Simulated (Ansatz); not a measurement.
Ideal-gas functions of CH3AuS (`C[S][Au]`) at 500 K and 1 bar, from an Ansatz frequency run at PBE0-D4/def2-TZVP.

Molar mass 244.07 g/mol, point group Cs (symmetry number 1), electronic degeneracy 1, moments of inertia 29.541, 241.146, 267.466 u Å². Harmonic wavenumbers (cm⁻¹, unscaled): 175, 180, 368, 720, 962, 963, 1339, 1450, 1476, 3055, 3138, 3164.

Use S(trans) = R[1.5 ln M + 2.5 ln T − 1.1517]; rotational temperatures θ = 24.2544 K / I; S(rot) = R[ln(√π/σ · √(T³/θAθBθC)) + 1.5]; for each mode x = 1.438777 ν̃/T, S = R[x/(eˣ − 1) − ln(1 − e⁻ˣ)] and H = RT x/(eˣ − 1); 1 cm⁻¹ = 0.0119627 kJ/mol; R = 8.31446 J/(mol·K).

Q: By hand: the entropy, in J/(mol·K).

A: Translation 188.2. Rotation: θ = 0.821, 0.1006, 0.0907 K, giving 115.1. Vibration, mode by mode: 14.11, 13.88, 8.22, 3.60, 2.08, 2.08, 0.87, 0.67, 0.63, 0.01, 0.01, 0.01, in all 46.2. Electronic 0.0. Sum 349.5 J/(mol·K).

Q: By hand: H − E and G − E in kJ/mol, counted from the electronic energy.

A: Zero-point energy ½ × 16990 × 0.0119627 = 101.6; thermal vibration 12.4; translation, rotation and pV give 4 RT = 16.6. H − E = 130.6 kJ/mol, and G − E = 130.6 − 500 × 349.5/1000 = -44.2 kJ/mol.

Vibration gives 13 % of the entropy.
